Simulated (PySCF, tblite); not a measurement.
Isomers of C5H8ClFO2. Computed with GFN2-xTB (tblite): harmonic, unscaled wavenumbers at the GFN2-xTB geometry, gas phase. The method is semi-empirical: single wavenumbers can be off by several per cent or more. One conformer each.

Electronic energies: PBE0/pcSseg-1 single points on the GFN2-xTB geometries (PySCF, gas phase).

```json
{"SMILES": "CO[C@@H](C)[C@H](F)C(=O)Cl", "electronic energy, lowest = 0 (kJ/mol)": "4.6"}
{"SMILES": "COC[C@](C)(F)C(=O)Cl", "electronic energy, lowest = 0 (kJ/mol)": "0.0"}
{"SMILES": "CO[C@@H](C(=O)Cl)[C@@H](C)F", "electronic energy, lowest = 0 (kJ/mol)": "0.5"}
```

Problem. How do GFN2-xTB zero-point energies change the relative energies?

Solution. 
| SMILES | ZPE (kJ/mol) | of it from modes above 1550 cm⁻¹ | electronic (kJ/mol) | with ZPE, lowest = 0 (kJ/mol) | lowest mode (cm⁻¹) | rings |
| --- | --- | --- | --- | --- | --- | --- |
| COC[C@](C)(F)C(=O)Cl | 327.1 | 153.0 | 0.0 | 0.0 | 31 | 0 |
| CO[C@@H](C(=O)Cl)[C@@H](C)F | 328.3 | 153.4 | 0.5 | 1.8 | 14 | 0 |
| CO[C@@H](C)[C@H](F)C(=O)Cl | 328.8 | 153.4 | 4.6 | 6.3 | 37 | 0 |

The zero-point energies span 1.7 kJ/mol, from `COC[C@](C)(F)C(=O)Cl` to `CO[C@@H](C)[C@H](F)C(=O)Cl`. The order is unchanged.

Problem. And how do the electronic energies of GFN2-xTB itself compare?

Solution. `COC[C@](C)(F)C(=O)Cl` 7.9; `CO[C@@H](C(=O)Cl)[C@@H](C)F` 0.0; `CO[C@@H](C)[C@H](F)C(=O)Cl` 7.0 kJ/mol, lowest = 0. Against the energies above, taken from the same isomer `COC[C@](C)(F)C(=O)Cl`, the largest difference is 8.4 kJ/mol.
